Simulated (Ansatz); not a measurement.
HBeClO, singlet, geometry from GFN2-xTB (such geometries of metal compounds can be far from the true shape); B3LYP/def2-QZVPP (Ansatz, an electronic-structure program).

Here is a job for Ansatz.
Ansatz 0.2 input:
```yaml
crystal:
  periodic: [false, false, false]
  atoms:
    - {symbol: Be, position_ang: [-0.34575378, -0.22770992, 0.38729623]}
    - {symbol: Cl, position_ang: [0.69705617, 0.49247826, -0.86209115]}
    - {symbol: O, position_ang: [-1.10635653, -0.78619100, 1.37933817]}
    - {symbol: H, position_ang: [-1.61608745, -1.17176273, 2.07165917]}
basis:
  gaussian:
    orbitals: def2-QZVPP.json
hamiltonian:
  xc: b3lyp
```
The basis file holds def2-QZVPP in the JSON format of the Basis Set Exchange.

Q: Predict the main parts of the log of this Ansatz run.

A: 
```
Functional definition: B3LYP
761 factors; their error is unknown
mean field evaluation 1: about -14987.1591 eV, gradient 6.4e1 eV
mean field evaluation 2: about -14965.0844 eV, gradient 1.2e2 eV
mean field evaluation 4: about -14993.6014 eV, gradient 5.4e0 eV
mean field evaluation 8: about -14993.6634 eV, gradient 1.7e-1 eV
mean field -14993.66342813 eV, -551.0069679137 hartree, gradient 5.2e-5 eV, S^2 0.000000; 0 other end points of the search recorded, 0 dependent functions left out
reference -14993.66364320 eV, -551.0069758174 hartree; 15, 15 occupied and 178, 178 virtual orbitals, 761 factors
Total energy: -14993.66364320 eV, -551.0069758174 hartree
```
